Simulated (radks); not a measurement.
All-electron atom: Rb34+ in [He] 2s1 (the NIST ground configuration).

Method: scalar-relativistic Kohn-Sham, LDA (Slater exchange, VWN5 correlation), spin-polarised, spherical densities, finite nucleus; open shells are filled with parallel spins first (spin-orbit coupling, left out, can overturn this in heavy ions); Fermi nuclear charge, rms radius 4.2036 fm; computed with a radial shooting solver on a logarithmic mesh with Libxc functionals.

Energy parts (eV):
| part | energy |
|---|---|
| total | -41586.082 |
| kinetic | 43113.281 |
| electron-nucleus | -85823.030 |
| Hartree | 1772.653 |
| exchange-correlation | -648.986 |

Orbitals (lengths in bohr, moments of r in powers of bohr; r(90%) holds 90 % of the orbital's charge):
| orbital | occ. | eigenvalue (eV) | <r^4> | <r^2> | <1/r> | r(90%) |
|---|---|---|---|---|---|---|
| 1s up | 1 | -17869.70 | 0.00001194 | 0.002160 | 38.00 | 0.0716 |
| 1s down | 1 | -17858.22 | 0.00001191 | 0.002158 | 38.00 | 0.0716 |
| 2s up | 1 | -4299.405 | 0.001625 | 0.03139 | 9.235 | 0.250 |
| 2s down | 0 | -4248.340 | 0.001646 | 0.03153 | 9.224 | 0.251 |
| 2p up | 0 | -4175.460 | 0.001043 | 0.02353 | 8.991 | 0.224 |
| 2p down | 0 | -4130.048 | 0.001048 | 0.02352 | 9.010 | 0.225 |
| 3s up | 0 | -1857.586 | 0.03670 | 0.1596 | 4.027 | 0.541 |
| 3s down | 0 | -1843.029 | 0.03766 | 0.1617 | 3.995 | 0.544 |

The highest occupied level is 2s up at -4299.4 eV. For comparison, the ionisation energy in NIST's Atomic Spectra Database is 4356.9 eV (theoretical). In exact Kohn-Sham theory the highest level is minus the ionisation energy, but local and semilocal functionals leave it too shallow, through self-interaction and a potential that decays too fast; potentials with the right tail come closer.
